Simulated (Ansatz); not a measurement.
```yaml
crystal:
  periodic: [false, false, false]
  atoms:
    - {symbol: F, position_ang: [0.322405, 2.244271, 0.148918]}
    - {symbol: Zr, position_ang: [0.253718, 0.361146, 0.064702]}
    - {symbol: Se, position_ang: [-2.095485, -0.478511, -0.521323]}
    - {symbol: Se, position_ang: [1.954446, -0.557147, -1.611056]}
    - {symbol: Se, position_ang: [0.795945, -0.744956, 2.300846]}
    - {symbol: H, position_ang: [-2.163427, 0.587096, -1.540672]}
    - {symbol: H, position_ang: [1.005943, -1.673462, -1.782425]}
    - {symbol: H, position_ang: [-0.073543, 0.261563, 2.941009]}
basis:
  gaussian: {orbitals: def2-TZVPD, fitting: {mean_field: cc-pVTZ-jkfit}}
hamiltonian: {xc: {name: CAM-B3LYP}}
output: {forces: true}
```

```sh
$ ansatz run in.yaml --threads 2 --pin off --events-out ev --progress --plain --max-ram 32768MiB --backend cuda --devices 0, --max-vram 18GiB
```

(1) How does Ansatz answer? (An estimate is asked.)

Results:

(1) Computed: The program refused the input.
```
Functional definition: CAM-B3LYP
Error: <dir> the basis set cc-pVTZ-JKFIT has no functions for Zr
```
